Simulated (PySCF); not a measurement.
diarsenic (As2), SMILES [As]#[As]. Coordinates come from a B3LYP-D3(BJ)/def2-TZVP optimisation.

TDA-CAM-B3LYP/def2-TZVPD (PySCF) puts the lowest singlet excitations at 2.74, 3.15, 3.15, 3.73, 3.73, 5.99 eV and the lowest triplet (TDA) at 1.95 eV.

### Question
What are the lowest singlet roots from EOM-CCSD/aug-cc-pVDZ run with PySCF? (An estimate is asked for; the answer gives what the named calculation found.)

### Answer
3.62, 3.87, 3.87, 4.14, 4.14, 6.04 eV; triplets 2.07, 2.91, 2.91 eV. S1 differs by 0.88 eV (second minus first; roots are paired by order, and the bases may differ).
